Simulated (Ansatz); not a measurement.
C2H3GaTe at its PBE0-D4/def2-TZVP geometry, where that method's forces vanish. Total charge 0; spin multiplicity 1. Te takes the def2 core potential. The bonds changed during the relaxation, so this is another structure than the one it started from.

```xyz
7

Ga    1.2020    0.0497   -0.7789
C    -0.6031    0.5000   -0.0941
C    -1.5339    0.2382    0.7153
Te   -0.0844   -1.3531    1.3012
H     2.3356    0.9397   -0.1982
H     1.1879   -0.7988   -2.0804
H    -2.5039    0.4243    1.1349
```

Q: What forces (eV/Å) does ωB97M-V/def2-TZVPP give on these atoms in Ansatz 0.2.0? (An estimate is asked.)

A: Computed: 
```
Ga1  0.188 -0.035 -0.082
C2  -0.424 -0.072  0.326
C3   0.127  0.248 -0.306
Te4  0.112 -0.101  0.025
H5  -0.101 -0.079 -0.051
H6   0.000  0.075  0.116
H7   0.098 -0.035 -0.027
```
